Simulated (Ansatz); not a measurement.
Two isomers of CH8Si2Te: A = `[SiH3]C[Te][SiH3]`, B = `[SiH3]C([SiH3])[TeH]`.

Program: Ansatz. Geometries: PBE0-D4/def2-TZVP. ΔE: electronic, gas phase. CCSD(T)/CBS is the MP2 limit (def2-TZVPP, def2-QZVPP) plus CCSD(T) − MP2 in def2-TZVPP, frozen cores. Functionals use def2-TZVPP. B3LYP here is the variant with VWN-RPA as its local correlation; programs differ in this. def2 core potentials past Kr. For Te outer-core shells are correlated without core-valence functions, which leaves a few kJ/mol of doubt a bond. One conformer a species, not always the lowest.

A:

Z-matrix (Å, degrees):
```
Si
C 1 1.869
H 1 1.487 2 109.5
H 1 1.491 2 110.8 3 119.4
H 1 1.485 2 109.8 3 -119.9
Te 2 2.162 1 111.9 3 60.1
H 2 1.092 1 111.3 3 176.5
H 2 1.090 1 113.1 3 -61.7
Si 6 2.491 2 96.1 1 -64.8
H 9 1.484 6 114.0 2 82.7
H 9 1.485 6 105.7 2 -157.6
H 9 1.486 6 108.8 2 -39.2
```

B:

```xyz
12

Si   -0.629   -0.345    1.612
C     0.540   -0.302    0.146
Si    0.173    1.121   -1.013
Te    0.343   -2.176   -0.897
H    -0.508   -1.639    2.337
H    -0.296    0.760    2.551
H    -2.027   -0.188    1.136
H     1.572   -0.230    0.498
H    -1.208    0.986   -1.542
H     0.294    2.412   -0.280
H     1.134    1.124   -2.147
H     0.614   -1.522   -2.400
```

(1) Which isomer does CCSD(T)/CBS put lower? Give the gap. (An estimate is asked.)

(2) Give E(B) − E(A) in kJ/mol with PBE-D4, PBE0-D4, CCSD(T)/def2-TZVPP, MP2/def2-TZVPP, r2SCAN-D4, B3LYP, B3LYP-D4. (An estimate is asked.)

Largest T1 diagnostic: 0.011.

## Answers

(1) The calculation gave: A, by 47.9 kJ/mol.

(2) The calculation gave: PBE-D4 53.3, PBE0-D4 53.1, CCSD(T)/def2-TZVPP 44.1, MP2/def2-TZVPP 46.3, r2SCAN-D4 51.7, B3LYP 54.5, B3LYP-D4 51.1. None reverses the order clearly.

The D4 term adds −3.3 kJ/mol with B3LYP and −1.6 kJ/mol with PBE0; it sums over pairs of atoms, weighted by their polarisabilities, and B3LYP, whose exchange is more repulsive, gets the larger term. In def2-TZVPP, CCSD(T) changes the Hartree–Fock value by −10.3 kJ/mol (the triples alone add −0.8 kJ/mol) and MP2 by −8.1 kJ/mol.
